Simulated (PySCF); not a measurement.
What happened in this job?

A core-ionisation job on C3H4AlFO2, SMILES `[F][Al@@H-]1[O]C=CC=[O+]1`. Method: delta-SCF UKS SCAN, pcX-2 on the ionised atom, pcseg-1 elsewhere, spin-free X2C (PySCF 2.14.0).

Driver input (Å, GFN2-xTB geometry):

```
{"job": {"kind": "xps"}, "charge": 0, "multiplicity": 1}
F     -2.6440    -0.2034     1.4534
Al    -1.8041    -0.0938     0.0361
O     -0.4581    -1.3231    -0.0024
C      0.7926    -1.1586    -0.0776
C      1.4259     0.0775    -0.0780
C      0.6699     1.2362     0.0389
O     -0.5911     1.2636     0.1203
H     -2.4766    -0.0692    -1.3086
H      1.4060    -2.0668    -0.1389
H      2.4980     0.1363    -0.1399
H      1.1869     2.2040     0.0708
```

Output:

```
ground state, core basis on atom 0 (F), 153 functions
  cycle   1  E = -609.86729086  |g| = 1.07e+00
  cycle   2  E = -609.13694641  |g| = 2.27e+00
  cycle   3  E = -610.04493051  |g| = 2.66e-01
  cycle   4  E = -610.06045803  |g| = 1.25e-01
  cycle   5  E = -610.06352933  |g| = 4.89e-02
  cycle   6  E = -610.06386821  |g| = 1.18e-02
  cycle   7  E = -610.06389543  |g| = 5.34e-03
  cycle   8  E = -610.06390092  |g| = 1.25e-03
  cycle   9  E = -610.06390251  |g| = 8.97e-04
  cycle  10  E = -610.06390242  |g| = 1.72e-04
  E(ground) = -610.10451769 Eh
hole in F 1s of atom 0
  cycle   1  E = -583.77682773  |g| = 2.58e+00
  cycle   2  E = -583.84521838  |g| = 2.05e+00
  cycle   3  E = -584.64691716  |g| = 2.31e-01
  cycle   4  E = -584.65236513  |g| = 1.23e-01
  cycle   5  E = -584.65878371  |g| = 5.06e-02
  cycle   6  E = -584.65970943  |g| = 1.66e-02
  cycle   7  E = -584.65982562  |g| = 3.32e-03
  cycle   8  E = -584.65983049  |g| = 1.75e-03
  cycle   9  E = -584.65983117  |g| = 4.43e-04
  E(ion) = -584.70750165 Eh   <S^2> = 0.7565   hole on atom = 1.000   binding energy = 691.088 eV
ground state, core basis on atom 1 (Al), 164 functions
  cycle   1  E = -610.09994426  |g| = 2.58e-01
  cycle   2  E = -610.09748408  |g| = 1.62e-01
  cycle   3  E = -610.09830507  |g| = 1.39e-01
  cycle   4  E = -610.10134304  |g| = 2.52e-02
  cycle   5  E = -610.10143222  |g| = 1.06e-02
  cycle   6  E = -610.10145436  |g| = 4.42e-04
  cycle   7  E = -610.10145461  |g| = 2.50e-04
  E(ground) = -610.10291646 Eh
hole in Al 1s of atom 1
  cycle   1  E = -551.52091825  |g| = 3.97e+00
  cycle   2  E = -551.94991802  |g| = 1.87e+00
  cycle   3  E = -552.32153466  |g| = 6.62e-01
  cycle   4  E = -552.44006720  |g| = 4.15e-01
  cycle   5  E = -552.49429461  |g| = 1.16e-01
  cycle   6  E = -552.49933784  |g| = 3.21e-02
  cycle   7  E = -552.49956286  |g| = 2.04e-02
  cycle   8  E = -552.49973541  |g| = 4.66e-03
  cycle   9  E = -552.49974411  |g| = 1.11e-03
  cycle  10  E = -552.49974503  |g| = 1.19e-03
  cycle  11  E = -552.49974569  |g| = 1.29e-04
  E(ion) = -552.50370044 Eh   <S^2> = 0.7516   hole on atom = 1.000   binding energy = 1567.355 eV
hole in Al 2p of atom 1
  cycle   1  E = -606.85967776  |g| = 1.08e+00
  cycle   2  E = -606.90773015  |g| = 8.50e-01
  cycle   3  E = -607.07993948  |g| = 3.23e-01
  cycle   4  E = -607.11543812  |g| = 1.05e-01
  cycle   5  E = -607.11830789  |g| = 4.74e-02
  cycle   6  E = -607.11903403  |g| = 1.91e-02
  cycle   7  E = -607.11916588  |g| = 6.33e-03
  cycle   8  E = -607.11918224  |g| = 1.62e-03
  cycle   9  E = -607.11918223  |g| = 6.37e-04
  cycle  10  E = -607.11918408  |g| = 1.93e-04
  E(ion) = -607.12759734 Eh   <S^2> = 0.7513   hole on atom = 1.003   binding energy = 80.963 eV
  2p3/2 = 80.659 eV   2p1/2 = 81.127 eV
ground state, core basis on atom 2 (O), 153 functions
  cycle   1  E = -610.04933589  |g| = 1.09e-01
  cycle   2  E = -610.04521373  |g| = 1.55e-01
  cycle   3  E = -610.04921250  |g| = 6.48e-02
  cycle   4  E = -610.05003850  |g| = 1.77e-02
  cycle   5  E = -610.05011341  |g| = 3.75e-03
  cycle   6  E = -610.05011504  |g| = 1.26e-03
  cycle   7  E = -610.05011655  |g| = 3.82e-04
  E(ground) = -610.08542207 Eh
hole in O 1s of atom 2
  cycle   1  E = -589.40366502  |g| = 2.23e+00
  cycle   2  E = -588.65366275  |g| = 2.32e+00
  cycle   3  E = -589.99362051  |g| = 6.76e-01
  cycle   4  E = -589.99181700  |g| = 6.60e-01
  cycle   5  E = -590.23471956  |g| = 1.15e-01
  cycle   6  E = -590.23611314  |g| = 1.05e-01
  cycle   7  E = -590.24056012  |g| = 2.01e-02
  cycle   8  E = -590.24072664  |g| = 7.96e-03
  cycle   9  E = -590.24075515  |g| = 3.67e-03
  cycle  10  E = -590.24076663  |g| = 1.71e-03
  cycle  11  E = -590.24077695  |g| = 1.34e-03
  cycle  12  E = -590.24078508  |g| = 1.10e-03
  cycle  13  E = -590.24079494  |g| = 5.36e-04
  cycle  14  E = -590.24079609  |g| = 2.16e-04
  E(ion) = -590.27724065 Eh   <S^2> = 0.7703   hole on atom = 1.000   binding energy = 539.008 eV
ground state, core basis on atom 3 (C), 153 functions
  cycle   1  E = -610.02170674  |g| = 1.11e-01
  cycle   2  E = -610.01386741  |g| = 2.17e-01
  cycle   3  E = -610.02319104  |g| = 2.93e-02
  cycle   4  E = -610.02323624  |g| = 2.54e-02
  cycle   5  E = -610.02342176  |g| = 4.06e-03
  cycle   6  E = -610.02342414  |g| = 1.53e-03
  cycle   7  E = -610.02342613  |g| = 2.65e-04
  E(ground) = -610.06140195 Eh
hole in C 1s of atom 3
  cycle   1  E = -598.65291297  |g| = 1.50e+00
  cycle   2  E = -596.48803057  |g| = 2.33e+00
  cycle   3  E = -599.04069343  |g| = 5.91e-01
  cycle   4  E = -599.12250374  |g| = 4.91e-01
  cycle   5  E = -599.18519372  |g| = 2.85e-01
  cycle   6  E = -599.19827317  |g| = 2.28e-01
  cycle   7  E = -599.22334109  |g| = 6.54e-02
  cycle   8  E = -599.22525454  |g| = 2.19e-02
  cycle   9  E = -599.22573381  |g| = 1.37e-02
  cycle  10  E = -599.22601825  |g| = 1.19e-02
  cycle  11  E = -599.22631554  |g| = 6.76e-03
  cycle  12  E = -599.22644835  |g| = 2.64e-03
  cycle  13  E = -599.22646554  |g| = 1.45e-03
  cycle  14  E = -599.22646635  |g| = 6.65e-04
  cycle  15  E = -599.22646687  |g| = 2.05e-04
  E(ion) = -599.26339887 Eh   <S^2> = 0.9518   hole on atom = 1.000   binding energy = 293.829 eV
ground state, core basis on atom 4 (C), 153 functions
  cycle   1  E = -610.02129324  |g| = 6.06e-02
  cycle   2  E = -610.02111011  |g| = 3.79e-02
  cycle   3  E = -610.02118053  |g| = 3.39e-02
  cycle   4  E = -610.02139195  |g| = 1.32e-02
  cycle   5  E = -610.02143425  |g| = 1.02e-03
  cycle   6  E = -610.02143400  |g| = 4.65e-04
  E(ground) = -610.06019526 Eh
hole in C 1s of atom 4
  cycle   1  E = -598.74970230  |g| = 1.52e+00
  cycle   2  E = -597.52807411  |g| = 2.17e+00
  cycle   3  E = -599.08705578  |g| = 7.43e-01
  cycle   4  E = -599.22643161  |g| = 4.93e-01
  cycle   5  E = -599.31984429  |g| = 7.50e-02
  cycle   6  E = -599.32122731  |g| = 4.30e-02
  cycle   7  E = -599.32182360  |g| = 8.84e-03
  cycle   8  E = -599.32185474  |g| = 3.31e-03
  cycle   9  E = -599.32186179  |g| = 1.41e-03
  cycle  10  E = -599.32186259  |g| = 7.61e-04
  cycle  11  E = -599.32186261  |g| = 6.15e-04
  cycle  12  E = -599.32186359  |g| = 2.77e-04
  E(ion) = -599.36047143 Eh   <S^2> = 0.7692   hole on atom = 1.000   binding energy = 291.154 eV
```

The program numbers atoms from 0. E(ground) and E(ion) are re-evaluated on a finer grid than the cycles, so they differ from the last cycles; that is no fault. The 2p3/2 and 2p1/2 values come from a spin–orbit splitting computed afterwards; their 2:1 mean is the average over the three 2p orbitals and can differ from the one hole solved. The Al 2p split of this scheme isn't reliable.

Q: Do all binding energies of this run deserve the same trust?

A: No. Every hole passed the driver's convergence checks (|g| < 5e-4, core orbital emptied to over 0.9), but ⟨S²⟩ is 0.952 for C1s on atom 3, against 0.75 for a pure doublet, so the unrestricted ion state holds higher spin components.

Q: How can it be mended?

A: Recompute such holes with a restricted open-shell or spin-projected scheme and compare; until then these binding energies are doubtful.

Hardware: one thread, Arm Neoverse V1, no GPU (shared host). Cost: 58 s wall.
